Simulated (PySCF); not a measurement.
A structure optimised at PBE-D3(BJ)/def2-TZVPD, used in a PySCF frequency run:

```
Cs
Br 1 3.1089
```

Q: Write its SMILES, formula and point group.

A: [Br][Cs], BrCs, C∞v

Q: What are its rotational constants (standard atomic weights)?

A: 1.0478 GHz (linear rotor, B only)
